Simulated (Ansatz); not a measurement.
The inner images of a band of BClFHOS (6 atoms, charge 0, multiplicity 1) are given out of order.

Level of theory: Ansatz 0.2.0, RKS PBE-D4/def2-SVP.

Initial state:

```xyz
6
Properties=species:S:1:pos:R:3
O -1.680 -0.377 -0.342
S -0.402 -1.029 0.566
B 0.873 0.252 0.451
F 1.990 0.052 1.151
Cl 0.696 1.687 -0.547
H -1.478 -0.585 -1.278
```

Final state:

```xyz
6
Properties=species:S:1:pos:R:3
O -0.405 -1.743 0.262
S -0.838 -0.402 -0.699
B 0.416 0.815 -0.250
F 1.326 0.597 0.691
Cl 0.371 2.351 -1.118
H -0.871 -1.619 1.114
```

Problem. Put them in order from the first end to the last, with their energies above the first end.
A.
```xyz
6
Properties=species:S:1:pos:R:3
O -1.697 -0.414 -0.028
S -0.245 -1.201 0.381
B 0.922 0.196 0.325
F 1.938 0.206 1.181
Cl 0.787 1.492 -0.863
H -1.705 -0.278 -0.997
```
B.
```xyz
6
Properties=species:S:1:pos:R:3
O -1.431 -0.430 0.556
S -0.157 -1.376 -0.170
B 0.908 0.140 -0.003
F 1.496 0.421 1.149
Cl 1.097 1.295 -1.322
H -1.914 -0.050 -0.209
```
C.
```xyz
6
Properties=species:S:1:pos:R:3
O -1.387 -0.652 0.779
S -0.229 -1.224 -0.370
B 0.899 0.216 -0.149
F 1.338 0.559 1.052
Cl 1.356 1.214 -1.525
H -1.978 -0.112 0.212
```
D.
```xyz
6
Properties=species:S:1:pos:R:3
O -1.590 -0.384 0.276
S -0.163 -1.335 0.096
B 0.940 0.148 0.165
F 1.758 0.327 1.191
Cl 0.934 1.375 -1.103
H -1.879 -0.133 -0.626
```
E.
```xyz
6
Properties=species:S:1:pos:R:3
O -1.272 -0.897 0.895
S -0.340 -1.011 -0.536
B 0.850 0.329 -0.258
F 1.178 0.756 0.953
Cl 1.557 1.092 -1.681
H -1.974 -0.268 0.627
```

Solution. A (+0.15 eV), D (+0.46 eV), B (+0.58 eV), C (+0.44 eV), E (+0.13 eV).

Run time: 2 min on 1 thread of Intel(R) Xeon(R) Platinum 8259CL CPU @ 2.50GHz (Skylake/Cascade Lake), on a shared host, peak memory 0.14 GiB.
